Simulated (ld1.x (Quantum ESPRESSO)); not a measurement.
**Sr (Z = 38): variants of one TM potential**

Base potential:

Sr, norm-conserving Troullier–Martins (Kleinman–Bylander form), made with ld1.x (Quantum ESPRESSO) 7.5 (LDA (PZ), scalar-relativistic). Core [Kr], reference 4d0 5s1 5p0 (charge +1). Waves: 5p (bound, empty): rc 3.80 bohr; 4d (bound, empty): rc 2.85 bohr; 4f channel at 0.05 Ry: rc 3.00 bohr; 5s (bound): rc 2.75 bohr. Local part: the s channel. Core correction: none.

Cutoffs, loose and tight: the cutoffs (Ry, on a coarse ladder) from which the occupation-weighted sum of valence levels, in a spherical-Bessel basis at the reference potential, stays within 10 and 1 mRy of its value at 400 Ry. They do not see the model core or the augmentation charge, which bear on the density cutoff. Test errors are all-electron minus pseudo excitation energies from the reference, over the configurations 4d0 5s2 5p0; 4d0 5s1.5 5p0; 4d0 5s1 5p1; 4d1 5s1 5p0; 4d0 5s0 5p1; 4d0 5s0 5p2; 4d1 5s0 5p0 (two spin-polarised tests are not counted in the largest error). A dash means not determined; rows that change the core or the reference have their own tests.

For the base: The cutoffs count occupied waves only; the empty 4d level needs 15 Ry at the loose tolerance.

A true bound ghost makes a file unfit for plane-wave use even where its test errors are small: the radial tests pick states by their node count and pass the ghost by.

```csv
change,outcome,"cutoff, loose","cutoff, tight",bound ghosts,largest test error (meV)
base,generated,8 Ry,18 Ry,none,+395
local potential all-electron potential smoothed inside 3.00 bohr (lloc = -2),generated,6 Ry,18 Ry,s,+395
reference 4d0.5 5s1.5 5p0,generated,12 Ry,18 Ry,none,+215
wave 5s (bound): rc 2.75 bohr becomes 5s (bound): rc 1.68 bohr,failed: invmat: error in DGETRF,–,–,–,–
wave 5p (bound): rc 3.80 bohr becomes 5p (bound): rc 2.84 bohr,generated,8 Ry,18 Ry,p,+395
type RRKJ; local potential the p channel,failed: compute_chi: n is too large,–,–,–,–
core correction a·sin(br)/r model core inside 2.86 bohr,generated,8 Ry,18 Ry,none,-12
wave 4f channel at 0.05 Ry: rc 3.00 bohr becomes 4f channel at 0.05 Ry: rc 2.78 bohr,generated,8 Ry,18 Ry,none,+395
```
